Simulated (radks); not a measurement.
Values are calculated unless marked as measured or tabulated.
Task: The mean radii <r> (bohr) of the occupied orbitals of an atom or ion are listed with their occupations. Code: a radial shooting solver on a logarithmic mesh with Libxc functionals. Model: non-relativistic Kohn-Sham, PBE, spin-polarised, spherical densities, point nucleus.

orbital  occ.      <r>
1s up       1  0.03815
1s down     1  0.03815
2s up       1   0.1674
2s down     1   0.1674
2p up       3   0.1437
2p down     3   0.1437
3s up       1   0.4701
3s down     1   0.4700
3p up       3   0.4671
3p down     3   0.4671
3d up       5   0.4515
3d down     5   0.4514
4s up       1    1.243
4s down     1    1.236
4p up       3    1.382
4p down     3    1.371
4d up       2    2.096
5s up       1    3.437

Name the element and its charge. Open shells, if any, are filled with parallel spins first.

Result: Z = 40, zirconium, charge +1: Zr+ in [Kr] 4d2 5s1. The 1s radius gives Z: for a bare nucleus <r> = 1.5/Z, 0.0375 bohr for Z = 40, and screening makes it slightly larger (0.03815 here). The occupations add up to 39, and the charge is Z minus that.
